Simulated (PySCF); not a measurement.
**Basis-set dependence of population analyses: neo-PeOEt**

Compound: neo-PeOEt, C7H16O.
Numbering: `[CH3:1][CH2:2][O:3][CH2:4][C:5]([CH3:6])([CH3:7])[CH3:8]` (hydrogens: H9, H10, H11 on C1; H12, H13 on C2; H14, H15 on C4; H16, H17, H18 on C6; H19, H20, H21 on C7; H22, H23, H24 on C8)

PBE0 throughout (PySCF), one geometry, spherical d and f functions. One conformer (not necessarily the lowest) at the PBE0-D3(BJ)/def2-SVP geometry, without solvent, vibrations or thermal averaging. Atoms taken as equivalent share a column and are averaged. The first 7 of 10 kinds of atom are listed.

Mulliken charges (e):

```
        basis  functions      C1      C2      O3      C4      C5  C6/C7/C8  H9/H10/H11
       STO-3G         56  -0.243  -0.039  -0.225  -0.036  +0.032    -0.230      +0.081
     pcSseg-0        104  -0.682  -0.136  -0.677  +0.073  -0.682    -0.493      +0.235
        6-31G        104  -0.510  -0.066  -0.534  -0.011  -0.064    -0.464      +0.172
       6-31G*        144  -0.550  -0.061  -0.480  -0.028  -0.003    -0.514      +0.179
      cc-pVDZ        192  -0.118  +0.083  -0.323  +0.217  -0.427    +0.008      +0.048
     def2-SVP        192  -0.124  +0.133  -0.403  +0.256  -0.429    +0.012      +0.049
     pcSseg-1        216  -0.329  +0.025  -0.517  +0.188  -0.620    -0.166      +0.119
6-311+G(2d,p)        312  -0.459  -0.021  -0.216  -0.307  +0.400    -0.563      +0.148
  aug-cc-pVDZ        328  +0.444  +0.948  -0.438  +1.612  -3.919    +1.350      -0.139
```

IAO charges (e):

```json
{"basis": "STO-3G", "functions": "56", "C1": "-0.412", "C2": "-0.129", "O3": "-0.223", "C4": "-0.119", "C5": "+0.004", "C6/C7/C8": "-0.386", "H9/H10/H11": "+0.135"}
{"basis": "pcSseg-0", "functions": "104", "C1": "-0.447", "C2": "-0.068", "O3": "-0.376", "C4": "-0.058", "C5": "+0.027", "C6/C7/C8": "-0.412", "H9/H10/H11": "+0.147"}
{"basis": "6-31G", "functions": "104", "C1": "-0.452", "C2": "-0.072", "O3": "-0.376", "C4": "-0.073", "C5": "+0.065", "C6/C7/C8": "-0.430", "H9/H10/H11": "+0.148"}
{"basis": "6-31G*", "functions": "144", "C1": "-0.432", "C2": "-0.039", "O3": "-0.390", "C4": "-0.039", "C5": "+0.058", "C6/C7/C8": "-0.410", "H9/H10/H11": "+0.141"}
{"basis": "cc-pVDZ", "functions": "192", "C1": "-0.431", "C2": "-0.038", "O3": "-0.389", "C4": "-0.040", "C5": "+0.062", "C6/C7/C8": "-0.410", "H9/H10/H11": "+0.140"}
{"basis": "def2-SVP", "functions": "192", "C1": "-0.421", "C2": "-0.034", "O3": "-0.389", "C4": "-0.034", "C5": "+0.056", "C6/C7/C8": "-0.399", "H9/H10/H11": "+0.137"}
{"basis": "pcSseg-1", "functions": "216", "C1": "-0.431", "C2": "-0.039", "O3": "-0.395", "C4": "-0.040", "C5": "+0.054", "C6/C7/C8": "-0.408", "H9/H10/H11": "+0.140"}
{"basis": "6-311+G(2d,p)", "functions": "312", "C1": "-0.443", "C2": "-0.043", "O3": "-0.400", "C4": "-0.044", "C5": "+0.059", "C6/C7/C8": "-0.423", "H9/H10/H11": "+0.144"}
{"basis": "aug-cc-pVDZ", "functions": "328", "C1": "-0.442", "C2": "-0.042", "O3": "-0.398", "C4": "-0.043", "C5": "+0.061", "C6/C7/C8": "-0.421", "H9/H10/H11": "+0.144"}
```

Some averages cover members that differ in this geometry, most widely: C6/C7/C8, Mulliken in aug-cc-pVDZ +1.308 to +1.375; C6/C7/C8, Mulliken in 6-311+G(2d,p) -0.593 to -0.540; H9/H10/H11, Mulliken in aug-cc-pVDZ -0.165 to -0.122 e.

Task: Which scheme is steadiest as the basis changes?

Result: Largest range over the bases for any column: IAO 0.18 e, Mulliken 4.32 e. IAO charges move least and Mulliken charges most, counted in e. Without the minimal STO-3G basis the ranges are IAO 0.04, Mulliken 4.32 e.

Task: How much do the charges still move between the two largest bases, 6-311+G(2d,p) and aug-cc-pVDZ?

Result: At most, over all atoms: Mulliken 4.318 e, IAO 0.002 e.

Task: What do the same runs give for the total energy, the frontier levels and the dipole moment?

Result: 
```json
{"basis": "STO-3G", "energy (Eh)": "-346.9032", "HOMO (eV)": "-3.82", "LUMO (eV)": "8.64", "μ (D)": "0.96"}
{"basis": "pcSseg-0", "energy (Eh)": "-350.3793", "HOMO (eV)": "-7.15", "LUMO (eV)": "1.94", "μ (D)": "1.50"}
{"basis": "6-31G", "energy (Eh)": "-351.0778", "HOMO (eV)": "-7.01", "LUMO (eV)": "2.46", "μ (D)": "1.36"}
{"basis": "6-31G*", "energy (Eh)": "-351.1703", "HOMO (eV)": "-7.04", "LUMO (eV)": "2.50", "μ (D)": "1.07"}
{"basis": "cc-pVDZ", "energy (Eh)": "-351.1926", "HOMO (eV)": "-7.13", "LUMO (eV)": "1.74", "μ (D)": "1.03"}
{"basis": "def2-SVP", "energy (Eh)": "-350.9251", "HOMO (eV)": "-7.22", "LUMO (eV)": "1.63", "μ (D)": "1.13"}
{"basis": "pcSseg-1", "energy (Eh)": "-351.1342", "HOMO (eV)": "-7.29", "LUMO (eV)": "1.36", "μ (D)": "1.15"}
{"basis": "6-311+G(2d,p)", "energy (Eh)": "-351.2767", "HOMO (eV)": "-7.30", "LUMO (eV)": "0.29", "μ (D)": "1.09"}
{"basis": "aug-cc-pVDZ", "energy (Eh)": "-351.2151", "HOMO (eV)": "-7.28", "LUMO (eV)": "-0.09", "μ (D)": "1.05"}
```

The dipole is fixed by the density alone, so its range of 0.54 D shows that the density itself changes with the basis, not only its division among atoms.
